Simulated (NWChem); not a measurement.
System: GeNH₂Br, singlet; SMILES [Ge]([NH2])[Br]

NWChem printed, in part:

```
             Northwest Computational Chemistry Package (NWChem) 7.3.0
             --------------------------------------------------------

 CS  symmetry detected

                             Geometry "geometry" -> ""
                             -------------------------

 Output coordinates in angstroms (scale by  1.889725989 to convert to a.u.)

  No.       Tag          Charge          X              Y              Z
 ---- ---------------- ---------- -------------- -------------- --------------
    1 Ge                  32.0000     0.42369078     1.00829654     0.00000000
    2 Br                  35.0000    -0.02012723    -1.32582290     0.00000000
    3 N                    7.0000    -1.30989916     1.53181966     0.00000000
    4 H                    1.0000    -2.10872723     0.90326402     0.00000000
    5 H                    1.0000    -1.57563069     2.51231089     0.00000000

 Effective nuclear repulsion energy (a.u.)     387.8463696581

      Symmetry information
      --------------------

 Group name             Cs
 Group number              2
 Group order               2
 No. of unique centers     5

  pbe96 is a nonlocal functional; adding pw91lda local functional.

                                 NWChem DFT Module
                                 -----------------

 Summary of "ao basis" -> "ao basis" (spherical)
 ------------------------------------------------------------------------------
       Tag                 Description            Shells   Functions and Types
 ---------------- ------------------------------  ------  ---------------------
 Ge                          sto-3g                  8       18   4s3p1d
 Br                          sto-3g                  8       18   4s3p1d
 N                           sto-3g                  3        5   2s1p
 H                           sto-3g                  1        1   1s

      Symmetry analysis of basis
      --------------------------

        a'         32
        a"         11

            General Information
            -------------------
          SCF calculation type: DFT
          Wavefunction type:  closed shell.
          No. of atoms     :     5
          No. of electrons :    76
           Alpha electrons :    38
            Beta electrons :    38
          Charge           :     0
          Spin multiplicity:     1
          Use of symmetry is: on ; symmetry adaption is: on
          Maximum number of iterations: 150
          AO basis - number of functions:    43
                     number of shells:    21
          Convergence on energy requested:  1.00D-06
          Convergence on density requested:  1.00D-05
          Convergence on gradient requested:  5.00D-04

              XC Information
              --------------
          PerdewBurkeErnzerhof Exchange Functional  1.000
            Perdew 1991 LDA Correlation Functional  1.000 local
           PerdewBurkeErnz. Correlation Functional  1.000 non-local

             Grid Information
             ----------------
          Grid used for XC integration:  medium
          Radial quadrature: Mura-Knowles
          Angular quadrature: Lebedev.
          Tag              B.-S. Rad. Rad. Pts. Rad. Cut. Ang. Pts.
          ---              ---------- --------- --------- ---------
          Ge                  1.25      112           8.0       590
          Br                  1.15      112          10.0       590
          N                   0.65       49           8.0       434
          H                   0.35       45          10.0       434
          Grid pruning is: on
          Number of quadrature shells:   363
          Spatial weights used:  Erf1

      Superposition of Atomic Density Guess
      -------------------------------------

 Sum of atomic energies:       -4650.81644458

      Non-variational initial energy
      ------------------------------

 Total energy =   -4650.872679
 1-e energy   =   -7298.395071
 2-e energy   =    2259.676023
 HOMO         =      -0.128684
 LUMO         =       0.165224

      Symmetry analysis of molecular orbitals - initial
      -------------------------------------------------

  Numbering of irreducible representations:

     1 a'          2 a"

  Orbital symmetries:

     1 a'          2 a'          3 a'          4 a'          5 a'
     6 a"          7 a'          8 a'          9 a'         10 a"
    11 a'         12 a'         13 a'         14 a'         15 a"
    16 a'         17 a'         18 a'         19 a"         20 a'
    21 a'         22 a"         23 a'         24 a"         25 a'
    26 a'         27 a'         28 a'         29 a'         30 a"
    31 a"         32 a'         33 a'         34 a'         35 a"
    36 a'         37 a"         38 a'         39 a"         40 a'
    41 a'         42 a'         43 a'

     ---------------------------------------------
      Total Density - Mulliken Population Analysis
     ---------------------------------------------

    Atom       Charge   Shell Charges
 -----------   ------   -------------------------------------------------------
    1 Ge  32    31.09   2.00  2.00  6.00  2.00  5.93  1.83  1.36  9.98
    2 Br  35    35.59   2.00  2.00  6.00  2.00  5.99  1.96  5.63 10.00
    3 N    7     7.84   2.00  1.61  4.23
    4 H    1     0.74   0.74
    5 H    1     0.74   0.74

   convergence    iter        energy       DeltaE   RMS-Dens  Diis-err
 ---------------- ----- ----------------- --------- --------- ---------
 d= 0,ls=0.0,diis     1  -4653.3235391107 -5.04D+03  6.12D-02  3.69D-01
 d= 0,ls=0.0,diis     2  -4653.1457336284  1.78D-01  4.11D-02  1.16D+00
 d= 0,ls=0.0,diis     3  -4653.3986276246 -2.53D-01  1.60D-02  1.05D-01
 d= 0,ls=0.0,diis     4  -4653.4173435414 -1.87D-02  5.99D-03  1.65D-02
 d= 0,ls=0.0,diis     5  -4653.4221438570 -4.80D-03  1.55D-03  8.15D-04
  Resetting Diis
 d= 0,ls=0.0,diis     6  -4653.4222218486 -7.80D-05  1.03D-03  2.76D-04
 d= 0,ls=0.0,diis     7  -4653.4223151957 -9.33D-05  2.11D-04  4.56D-06
 d= 0,ls=0.0,diis     8  -4653.4223102658  4.93D-06  1.48D-04  3.08D-05
 d= 0,ls=0.0,diis     9  -4653.4223161432 -5.88D-06  3.29D-05  3.29D-07
 d= 0,ls=0.0,diis    10  -4653.4223162452 -1.02D-07  5.75D-06  9.36D-09

         Total DFT energy =    -4653.422316245205
      One electron energy =    -7292.530000851117
           Coulomb energy =     2429.798348884030
    Exchange-Corr. energy =     -178.537033936211
 Nuclear repulsion energy =      387.846369658093

 Numeric. integr. density =       75.999988945213

                  Occupations of the irreducible representations
                  ----------------------------------------------

                     irrep           alpha         beta
                     --------     --------     --------
                     a'               28.0         28.0
                     a"               10.0         10.0

                       DFT Final Molecular Orbital Analysis
                       ------------------------------------

 Vector   36  Occ=2.000000D+00  E=-3.249951D-02  Symmetry=a'
              MO Center=  4.4D-01,  9.5D-01, -1.3D-14, r^2= 4.4D-01
   Bfn.  Coefficient  Atom+Function         Bfn.  Coefficient  Atom+Function
  ----- ------------  ---------------      ----- ------------  ---------------
    18      0.790922  1 Ge d  2              16     -0.399741  1 Ge d  0
    11      0.297420  1 Ge px                14     -0.298636  1 Ge d -2
    29     -0.163892  2 Br px                12     -0.141798  1 Ge py
     7     -0.093688  1 Ge px                43      0.062637  5 H  s
    10      0.062173  1 Ge s                 25      0.048401  2 Br px

 Vector   37  Occ=2.000000D+00  E=-3.140813D-02  Symmetry=a"
              MO Center=  4.2D-01,  1.0D+00, -5.1D-16, r^2= 1.9D-01
   Bfn.  Coefficient  Atom+Function         Bfn.  Coefficient  Atom+Function
  ----- ------------  ---------------      ----- ------------  ---------------
    17      0.937841  1 Ge d  1              15     -0.301702  1 Ge d -1
    13     -0.154508  1 Ge pz                41     -0.063524  3 N  pz
     9      0.048528  1 Ge pz                31      0.038655  2 Br pz

 Vector   38  Occ=2.000000D+00  E=-3.024193D-02  Symmetry=a'
              MO Center=  4.2D-01,  9.9D-01,  2.9D-15, r^2= 1.9D-01
   Bfn.  Coefficient  Atom+Function         Bfn.  Coefficient  Atom+Function
  ----- ------------  ---------------      ----- ------------  ---------------
    14      0.899622  1 Ge d -2              16     -0.384159  1 Ge d  0
    18      0.172857  1 Ge d  2              29      0.083263  2 Br px
    12      0.068457  1 Ge py                42     -0.040054  4 H  s
    30     -0.028328  2 Br py                43      0.028255  5 H  s
    25     -0.025279  2 Br px

 Vector   39  Occ=0.000000D+00  E= 2.388069D-02  Symmetry=a"
              MO Center=  9.8D-02,  9.5D-01,  1.8D-17, r^2= 2.3D+00
   Bfn.  Coefficient  Atom+Function         Bfn.  Coefficient  Atom+Function
  ----- ------------  ---------------      ----- ------------  ---------------
    13      0.921547  1 Ge pz                41     -0.501082  3 N  pz
    31     -0.308523  2 Br pz                 9     -0.272106  1 Ge pz
    17      0.123292  1 Ge d  1              27      0.090451  2 Br pz
     5      0.084314  1 Ge pz                23     -0.030199  2 Br pz

 Vector   40  Occ=0.000000D+00  E= 1.325238D-01  Symmetry=a'
              MO Center=  2.4D-01,  3.4D-01, -2.9D-15, r^2= 2.7D+00
   Bfn.  Coefficient  Atom+Function         Bfn.  Coefficient  Atom+Function
  ----- ------------  ---------------      ----- ------------  ---------------
    12      0.987302  1 Ge py                30      0.721528  2 Br py
    28      0.323700  2 Br s                  8     -0.271984  1 Ge py
    10     -0.247573  1 Ge s                 42      0.230890  4 H  s
    26     -0.191600  2 Br py                29      0.185198  2 Br px
    18      0.152506  1 Ge d  2              43     -0.126760  5 H  s

 Vector   41  Occ=0.000000D+00  E= 2.290339D-01  Symmetry=a'
              MO Center= -5.2D-01,  1.2D+00,  7.2D-17, r^2= 2.5D+00
   Bfn.  Coefficient  Atom+Function         Bfn.  Coefficient  Atom+Function
  ----- ------------  ---------------      ----- ------------  ---------------
    38      1.115217  3 N  s                 11      0.903099  1 Ge px
    43     -0.520596  5 H  s                 42     -0.434373  4 H  s
    10     -0.407259  1 Ge s                  7     -0.228983  1 Ge px
    30      0.221674  2 Br py                39      0.204992  3 N  px
    37     -0.173201  3 N  s                 29     -0.125135  2 Br px

     ---------------------------------------------
      Total Density - Mulliken Population Analysis
     ---------------------------------------------

    Atom       Charge   Shell Charges
 -----------   ------   -------------------------------------------------------
    1 Ge  32    31.69   2.00  2.00  6.00  2.00  5.92  1.86  2.09  9.83
    2 Br  35    35.21   2.00  2.00  6.00  2.00  5.98  1.98  5.25 10.00
    3 N    7     7.49   1.99  1.54  3.95
    4 H    1     0.80   0.80
    5 H    1     0.80   0.80

     -------------------------------------------
      Total Density - Lowdin Population Analysis
     -------------------------------------------

    Atom       Charge   Shell Charges
 -----------   ------   -------------------------------------------------------
    1 Ge  32    31.80   2.00  2.00  5.99  2.00  5.88  1.83  2.27  9.83
    2 Br  35    35.17   2.00  2.00  6.00  2.00  5.97  1.95  5.25 10.00
    3 N    7     7.30   1.99  1.34  3.97
    4 H    1     0.87   0.87
    5 H    1     0.87   0.87

     Multipole analysis of the density
     ---------------------------------

     L   x y z        total         alpha         beta         nuclear
     -   - - -        -----         -----         ----         -------
     0   0 0 0     -0.000000    -38.000000    -38.000000     76.000000

     1   1 0 0     -0.789141     -0.394571     -0.394571      0.000000
     1   0 1 0      0.917437      0.458719      0.458719     -0.000000
     1   0 0 1      0.000000      0.000000      0.000000      0.000000

     2   2 0 0    -26.418498    -57.309779    -57.309779     88.201060
     2   1 1 0     -2.466324      8.237919      8.237919    -18.942162
     2   1 0 1     -0.000000     -0.000000     -0.000000      0.000000
     2   0 2 0    -27.406626   -223.698493   -223.698493    419.990361
     2   0 1 1     -0.000000     -0.000000     -0.000000      0.000000
     2   0 0 2    -27.492717    -13.746359    -13.746359      0.000000
```

Level: PBE/STO-3G. Low-valent species are run as closed-shell singlets; no triplet was tried in these runs. The geometry was optimised at PBE0/def2-SVP.

Question: Reconstruct the input file.

Answer: This is not unique; one that fits is the input that was run:
```
start job
memory heap 200 mb stack 900 mb global 1100 mb
geometry units angstroms noautoz
  Ge     0.413480     1.006510     0.000000
  Br    -0.021514    -1.329270     0.000000
  N     -1.322076     1.523478     0.000000
  H     -2.118523     0.891908     0.000000
  H     -1.591511     2.502958     0.000000
end
basis spherical
  * library sto-3g
end
dft
  xc xpbe96 cpbe96
  iterations 150
  mulliken
end
task dft energy
```
